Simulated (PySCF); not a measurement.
C4H8OSi, SMILES [SiH3]/C=C1\CCO1. Heavy atoms are numbered as in [SiH3:1]/[CH:2]=[C:3]1\[CH2:4][CH2:5][O:6]1. Hydrogens are named by the atom that carries them.

Coordinates come from a ωB97X-D3(BJ)/def2-SVP optimisation. The structure was generated by enumeration; whether it is a known compound was not checked.

Method: PySCF with PBE/def2-TZVP.

Atomic charges (e), one atom of each kind:

```tsv
atom	Mulliken	Löwdin
Si1 (SiH3)	0.14	___
C2 (CH)	-0.25	-0.32
C3	0.11	___
C4 (CH2)	-0.25	-0.21
C5 (CH2)	0.00	-0.26
O6	-0.21	0.27
H on Si1	-0.04	-0.03
H on C2	0.11	___
H on C4	0.13	___
H on C5	0.10	___
```

Question: Some entries are withheld; supply them. (An estimate is asked for; the answer gives what the named calculation found.)

Answer: 
- Si1 (SiH3), Löwdin: 0.23
- C3, Löwdin: -0.30
- H on C2, Löwdin: 0.15
- H on C4, Löwdin: 0.14
- H on C5, Löwdin: 0.12

Computed Mayer and Wiberg (Löwdin basis) orders of the bonds:
| bond | Mayer | Wiberg |
|---|---|---|
| Si1–C2 | 1.03 | 1.21 |
| C2–C3 | 1.72 | 1.96 |
| C3–C4 | 1.02 | 1.14 |
| C4–C5 | 1.08 | 1.19 |
| C3–O6 | 1.14 | 1.54 |
| C5–O6 | 0.99 | 1.35 |
